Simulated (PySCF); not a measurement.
C4H14OSi2, charge +1, doublet, at a GFN2-xTB geometry (a state made from the parent by changing its charge; the spin is typed, not shown lowest); DF-TPSS/3-21G run with PySCF.

The PySCF input:
```python
from pyscf import gto, scf, dft

mol = gto.Mole()
mol.atom = '''
    C     2.31256238    1.47377799   -0.10560555
    Si    1.60171253   -0.19645022    0.53165561
    C     2.17516150   -1.47891052   -0.78269725
    O    -0.01612077   -0.09005236    0.39597527
    Si   -1.64122099   -0.02424832    0.43879276
    C    -2.13381376    1.70988349   -0.23292951
    C    -2.27121464   -1.24280502   -0.91002121
    H     1.98608715    1.68048117   -1.12014935
    H     1.97121535    2.27051280    0.54685704
    H     3.39576124    1.43973189   -0.08346275
    H     1.90144429   -0.52792171    1.91632573
    H     1.75171238   -2.44651593   -0.53482191
    H     3.25646879   -1.55360567   -0.76987583
    H     1.85231615   -1.19420255   -1.77935349
    H    -2.05286756   -0.31794515    1.80309225
    H    -1.72994077    1.87780470   -1.22655946
    H    -3.21402241    1.79071575   -0.27273684
    H    -1.74786666    2.46799850    0.44035947
    H    -1.96736964   -2.24903023   -0.64131948
    H    -1.86371177   -0.99687902   -1.88576360
    H    -3.35331486   -1.20262181   -0.95914992
'''
mol.basis = '3-21g'
mol.charge = 1
mol.spin = 1
mol.verbose = 4
mol.build()

mf = dft.UKS(mol)
mf.xc = 'tpss'
mf.conv_tol = 1e-6
mf = mf.density_fit(auxbasis='def2-universal-jkfit')
mf.kernel()
mf.analyze()
```

### Question
What does PySCF print? Leave out banner, timings and long lists.

### Answer

```
PySCF version 2.14.0

[INPUT] verbose = 4
[INPUT] num. atoms = 21
[INPUT] num. electrons = 73
[INPUT] charge = 1
[INPUT] spin (= nelec alpha-beta = 2S) = 1
[INPUT] symmetry False subgroup None
[INPUT] Mole.unit = angstrom
[INPUT] Symbol           X                Y                Z      unit          X                Y                Z       unit  Magmom
[...]
nuclear repulsion = 471.641586068884
number of shells = 67
number of NR pGTOs = 171
number of NR cGTOs = 99
basis = 3-21g
ecp = {}

******** <class 'pyscf.df.df_jk.DFUKS'> ********
method = DFUKS
initial guess = minao
damping factor = 0
level_shift factor = 0
DIIS = <class 'pyscf.scf.diis.CDIIS'>
diis_start_cycle = 1
diis_space = 8
diis_damp = 0
SCF conv_tol = 1e-06
SCF conv_tol_grad = None
SCF max_cycles = 50
direct_scf = False
number electrons alpha = 37  beta = 36
XC library pyscf.dft.libxc version 7.1.2
    S. Lehtola, C. Steigemann, M. J. T. Oliveira, and M. A. L. Marques,  SoftwareX 7, 1–5 (2018)
XC functionals = tpss
    J. Tao, J. P. Perdew, V. N. Staroverov, and G. E. Scuseria,  Phys. Rev. Lett. 91, 146401 (2003)
    J. P. Perdew, J. Tao, V. N. Staroverov, and G. E. Scuseria,  J. Chem. Phys. 120, 6898 (2004)
    J. Tao, J. P. Perdew, V. N. Staroverov, and G. E. Scuseria,  Phys. Rev. Lett. 91, 146401 (2003)
    J. P. Perdew, J. Tao, V. N. Staroverov, and G. E. Scuseria,  J. Chem. Phys. 120, 6898 (2004)
radial grids:
    Treutler-Ahlrichs [JCP 102, 346 (1995); DOI:10.1063/1.469408] (M4) radial grids

becke partition: Becke, JCP 88, 2547 (1988); DOI:10.1063/1.454033
pruning grids: <function nwchem_prune>
grids dens level: 3
symmetrized grids: False
atomic radii adjust function: <function treutler_atomic_radii_adjust>
small_rho_cutoff = 0
Set gradient conv threshold to 0.001
tot grids = 246232
init E= -810.480463066377

cycle= 1 E= -810.454480697725  delta_E= 0.026  |g|= 0.611  |ddm|= 2.77
cycle= 2 E= -809.941300420065  delta_E= 0.513  |g|= 1.23  |ddm|= 1.64
cycle= 3 E= -810.556744861577  delta_E= -0.615  |g|= 0.317  |ddm|= 1.45
cycle= 4 E= -810.609850576844  delta_E= -0.0531  |g|= 0.0568  |ddm|= 0.377
cycle= 5 E= -810.611220073229  delta_E= -0.00137  |g|= 0.0187  |ddm|= 0.0687
cycle= 6 E= -810.611453978427  delta_E= -0.000234  |g|= 0.00326  |ddm|= 0.0271
cycle= 7 E= -810.611459126012  delta_E= -5.15e-06  |g|= 0.000814  |ddm|= 0.00444
cycle= 8 E= -810.611456658129  delta_E= 2.47e-06  |g|= 0.00176  |ddm|= 0.00474
cycle= 9 E= -810.611459792908  delta_E= -3.13e-06  |g|= 0.000205  |ddm|= 0.00371
[...]
converged SCF energy = -810.611459830372  <S^2> = 0.7529733  2S+1 = 2.0029711
Total Energy =                        -810.611459830372041
[...]
spin_pop of  20 H 2s        0.00007
 ** Mulliken Spin Density (per atom)  **
spin density of  0 C =      0.17036
spin density of  1 Si =     -0.00484
spin density of  2 C =      0.17036
spin density of  3 O =      0.31687
spin density of  4 Si =     -0.00482
spin density of  5 C =      0.17039
spin density of  6 C =      0.17038
spin density of  7 H =     -0.00398
spin density of  8 H =      0.00628
spin density of  9 H =      0.00220
spin density of  10 H =     -0.00334
spin density of  11 H =      0.00627
spin density of  12 H =      0.00219
spin density of  13 H =     -0.00398
spin density of  14 H =     -0.00334
spin density of  15 H =     -0.00398
spin density of  16 H =      0.00220
spin density of  17 H =      0.00628
spin density of  18 H =      0.00628
spin density of  19 H =     -0.00398
spin density of  20 H =      0.00220
 ** Mulliken pop alpha/beta on meta-lowdin orthogonal AOs **
 ** Mulliken pop       alpha | beta **
In total            37.00000 | 36.00000
 ** Mulliken atomic charges   ( Nelec_alpha | Nelec_beta ) **
charge of  0C =     -0.47301  (     3.32168      3.15132 )
charge of  1Si =      0.93755  (     6.52881      6.53365 )
charge of  2C =     -0.47301  (     3.32168      3.15133 )
charge of  3O =     -0.55227  (     4.43457      4.11770 )
charge of  4Si =      0.93756  (     6.52881      6.53363 )
charge of  5C =     -0.47298  (     3.32168      3.15129 )
charge of  6C =     -0.47298  (     3.32168      3.15130 )
charge of  7H =      0.13773  (     0.42915      0.43313 )
charge of  8H =      0.14111  (     0.43259      0.42631 )
charge of  9H =      0.14831  (     0.42694      0.42475 )
charge of  10H =     -0.06973  (     0.53320      0.53653 )
charge of  11H =      0.14111  (     0.43258      0.42631 )
charge of  12H =      0.14831  (     0.42694      0.42475 )
charge of  13H =      0.13772  (     0.42915      0.43313 )
charge of  14H =     -0.06973  (     0.53320      0.53653 )
charge of  15H =      0.13773  (     0.42915      0.43313 )
charge of  16H =      0.14830  (     0.42695      0.42475 )
charge of  17H =      0.14112  (     0.43258      0.42630 )
charge of  18H =      0.14111  (     0.43258      0.42630 )
charge of  19H =      0.13772  (     0.42915      0.43313 )
charge of  20H =      0.14831  (     0.42694      0.42475 )

WARN: System has nonzero charge 1; the dipole moment is origin-dependent.
Location of origin: [0. 0. 0.]

Dipole moment(X, Y, Z, Debye):  0.02243,  0.12843, -0.56441
```
